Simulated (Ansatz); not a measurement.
`[F][InH][Cl]` + CH₃NH₂ → `C[NH][InH][F]` + HCl  (ligand exchange at the In–Cl bond)

Gas-phase electronic energies from Ansatz, PBE0-D4/def2-TZVP geometries. CBS: MP2 limit from def2 TZ/QZ plus the TZ coupled-cluster correction, frozen cores. This one scheme is used for every species. Functionals use def2-TZVPP. B3LYP here is the variant with VWN-RPA as its local correlation; programs differ in this. HSE06 is defined as in plane-wave codes. def2 core potentials past Kr. For In outer-core shells are correlated without core-valence functions, which leaves a few kJ/mol of doubt a bond. Each species was taken in one conformer, which may not be the lowest.

```
             level  ΔE (kJ/mol)  difference from CCSD(T)/CBS
       LDA (SPW92)         87.6                         -8.4
         revPBE-D4         99.3                          3.3
           BLYP-D4         96.9                          0.9
         r2SCAN-D4        104.8                          8.8
           PBE0-D4        105.7                          9.7
          B3LYP-D4        102.6                          6.6
        r2SCANh-D4        106.6                         10.6
        r2SCAN0-D4        109.3                         13.3
          HSE06-D4        106.1                         10.1
          BHLYP-D4        111.0                         15.0
           ωB97X-V        103.9                          7.9
           ωB97M-V        104.3                          8.3
            B2PLYP        102.5                          6.5
          PBE-QIDH        105.4                          9.4
               PBE        101.8                          5.8
            revPBE        106.6                         10.6
              BLYP        103.1                          7.1
            r2SCAN        105.7                          9.7
              PBE0        108.3                         12.3
             B3LYP        107.3                         11.3
           r2SCANh        107.5                         11.5
           r2SCAN0        110.2                         14.2
             HSE06        108.5                         12.5
             BHLYP        114.4                         18.4
         CAM-B3LYP        103.7                          7.7
           LC-ωPBE        102.7                          6.7
       HF/def2-SVP        131.3                         35.3
     CCSD/def2-SVP        104.4                          8.4
  CCSD(T)/def2-SVP        101.3                          5.3
     HF/def2-TZVPP        129.7                         33.7
    MP2/def2-TZVPP         93.7                         -2.3
SCS-MP2/def2-TZVPP         96.7                          0.7
   CCSD/def2-TZVPP         98.9                          2.9
CCSD(T)/def2-TZVPP         95.5                         -0.5
     HF/def2-QZVPP        129.5                         33.5
    MP2/def2-QZVPP         94.0                         -2.0
SCS-MP2/def2-QZVPP         97.2                          1.2
      HF/CBS(def2)        129.5                         33.5
     MP2/CBS(def2)         94.3                         -1.7
    CCSD/CBS(def2)         99.5                          3.5
       CCSD(T)/CBS         96.0                            0
```

Largest T1 diagnostic among the species: 0.016.

At CCSD(T), def2-SVP lies +5.3 kJ/mol from the extrapolated value and def2-TZVPP −0.5 kJ/mol. In def2-TZVPP, CCSD(T) changes the Hartree–Fock value by −34.3 kJ/mol (the triples alone add −3.5 kJ/mol) and MP2 by −36.0 kJ/mol. From BLYP to BHLYP (50 % exact exchange), in def2-TZVPP and without D4, ΔE moves by +11.3 kJ/mol.
